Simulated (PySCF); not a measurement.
MnCl2: one-bond stretch

Method: UB3LYP in PySCF with Mn def2-SVP, Cl def2-SVP; no relativity; density-fitted integrals.

Rigid scan from the sextet minimum (Mn–Cl 2.191 Å (×2); Cl–Mn–Cl 180.0°). Coordinate: the bond from Mn to the last atom (Cl) scaled, the rest fixed. Energies in kJ/mol from the minimum.

**Question.** Predict the curve at 0.92, 0.96, 1.00, 1.05, 1.12, 1.20, 1.35, 1.55, 1.80, 2.20.

**Answer.** 
```tsv
scale of one bond	E (kJ/mol)	dipole size (D)	⟨S²⟩
0.92	26.3	0.90	8.76
0.96	5.8	0.45	8.76
1.00	0.0	0.00	8.76
1.05	7.0	0.55	8.76
1.12	33.2	1.29	8.76
1.20	75.0	2.09	8.76
1.35	161.5	3.40	8.77
1.55	261.7	–	8.83
1.80	343.2	–	9.14
2.20	398.3	–	9.43
```

Spin contamination is strong at 1.80, 2.20, so these points are less reliable.

With open d or f shells other occupations or spin states may lie lower.

The scan took 14 s on 2 threads of a shared Intel Xeon 6975P-C (Granite Rapids) host; the process peaked at 0.66 GiB.
